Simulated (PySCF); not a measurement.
Estimate the missing entries of this data sheet.

Species: C₅H₄O₂S.
SMILES: `O=c1ccsc(O)c1`

Conformer (atom-mapped SMILES and torsion angles): `[O:1]=[c:2]1[cH:3][cH:4][s:5][c:6]([OH:7])[cH:8]1`: H–O7–C6–S5 180°.

| property | level | value |
| --- | --- | --- |
| point group of the GFN2-xTB geometry | GFN2-xTB | Cs |
| rotational constants A, B, C of the GFN2-xTB geometry | GFN2-xTB | ? |
| dipole moment | PBE0/def2-SVPD | 3.33 D |
| HOMO energy | PBE0/def2-SVPD | -7.06 eV |
| LUMO energy | PBE0/def2-SVPD | ? |
| lowest singlet excitation | TDDFT PBE0/def2-SVPD | 3.89 eV (319 nm, f = 0.000) |
| strongest line among the 6 lowest singlet transitions | TDDFT PBE0/def2-SVPD | S2 at 4.93 eV (252 nm, f = 0.128) |
| lowest triplet excitation (Tamm–Dancoff) | TDA PBE0/def2-SVPD | ? |
| static isotropic polarisability | PBE0/def2-SVPD | 85.4 au |
| electronic spatial extent ⟨r²⟩ about the centre of nuclear charge | PBE0/def2-SVPD | 1039 bohr² |
| 13C chemical shifts (computed TMS as zero) by class | GIAO PBE0/pcSseg-1 | ? |
| 1H chemical shifts (computed TMS as zero) by class | GIAO PBE0/pcSseg-1 | 7.12 (1 H), 6.85 (1 H), 6.16 (1 H), 4.79 (1 H) ppm |
| isotropic shieldings of nuclei other than C and H, by class | GIAO PBE0/pcSseg-1 | -245 (1 O), 195 (1 O), 385 (1 S) ppm |

The electronic properties come from PySCF, for the isolated species, density fitting.

(1) The 13C chemical shifts (computed TMS as zero) by class?

(2) Give the rotational constants A, B, C of the GFN2-xTB geometry.

(3) Give the lowest triplet excitation (Tamm–Dancoff).

(4) What is the LUMO energy?

Answers

(1) 182.0 (1 C), 173.4 (1 C), 136.9 (1 C), 136.2 (1 C), 114.3 (1 C) ppm.

(2) 2.915, 1.625, 1.043 GHz.

(3) 3.33 eV.

(4) -1.55 eV.

With B = h/(8π²I), that is 505.379 GHz u Å² over I, the principal moments of inertia are 173.4, 311.0 and 484.3 u Å² (most abundant isotopes). The rotational constants make it an asymmetric top with κ = (2B − A − C)/(A − C) = -0.38, nearer the prolate limit (−1). The polarisability is 12.65 Å³ as a volume (1 au = 0.148185 Å³), or 1.29 au for each of the 66 electrons. In atomic units the dipole is 1.31 e·bohr (1 au = 2.5417 D). No computed singlet falls in the visible range (750 to 380 nm, 1.65 to 3.26 eV); S1 lies 0.63 eV above its blue end.

For the NMR shielding job (PBE0/pcSseg-1), the run took about 50 s of CPU time (one thread, shared machine).

One conformer stands for the species.
